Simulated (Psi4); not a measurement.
CH₅FOSi, singlet, at a GFN2-xTB geometry. Base run: CCSD(T)/cc-pVDZ (Psi4).

Input for Psi4:
```
memory 2 GB

molecule {
0 1
  Si    0.13646255   -0.19920830    0.28491332
  C     1.34040274    0.70438131   -0.85933678
  O    -0.77538189   -1.31273429   -0.45175775
  F    -0.86736644    0.93034814    0.86423853
  H     0.69967693   -0.90219834    1.41522491
  H     2.00218829    0.01012581   -1.36839396
  H     1.96162429    1.40069433   -0.30453314
  H     0.81511623    1.27730932   -1.62100285
  H    -1.42214489   -1.09456160   -1.11814543
}

set basis cc-pvdz
set freeze_core true

energy('ccsd(t)')
print_variables()
```

Variants of this job, named by their change:

| change | ΔE vs base (kcal/mol) | MP2 correlation (Eh) | basis functions | core-seconds (rough) |
|---|---|---|---|---|
| base | 0.000 | -0.61617 | 85 | 20 |
| method = ccsd | … | -0.61617 | 85 | 20 |
| method = mp2 | 29.84 | -0.61610 | 85 | 2 |
| method = mp4 | -0.271 | -0.61617 | 85 | 10 |
| method = dlpno-mp2 | 29.88 | -0.61604 | 85 | 2 |
| method = fno-ccsd(t) | 0.000 | -0.61617 | 85 | 20 |
| method = qcisd(t) | -0.313 | -0.61617 | 85 | 20 |
| method = mp3 | … | -0.61610 | 85 | 2 |

Problem. Some entries are withheld; supply them.

Solution. 
- method = ccsd, ΔE vs base (kcal/mol): 8.22
- method = mp3, ΔE vs base (kcal/mol): 14.53
